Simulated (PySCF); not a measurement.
How methods differ on the excitation energy of Mo²⁺

Mo²⁺ [Kr] 4d4 (5D) → Mo²⁺ [Kr] 4d3 5p1 (high-spin determinant), as a difference of total energies. All numbers are calculated (PySCF 2.14, the spin-free X2C one-electron Hamiltonian (Gaussian nucleus), in ANO-RCC-VTZP). Correlated levels: valence and next inner shell: [Ar] 3d10 frozen. The calculations carry no spin-orbit coupling.

```tsv
method	excitation energy (eV)
UHF	9.259
MP2 (valence and next inner shell)	9.713
SCS-MP2 (valence and next inner shell)	9.569
CCSD (valence and next inner shell)	9.587
CCSD(T) (valence and next inner shell)	9.576
```

How much does correlation contribute at CCSD(T) (valence and next inner shell)?

9.576 − (9.259) = 0.317 eV, measured against UHF.

A first-order spin-orbit estimate (lowest level to lowest level, LS coupling) adds -0.145 eV.

The basis was made for the ground configuration and has no added diffuse functions, so the excitation energy can come out too high.

The determinant of the upper state mixes LS terms, which raises its energy above the lowest term, most at the Hartree-Fock and MP2 levels.
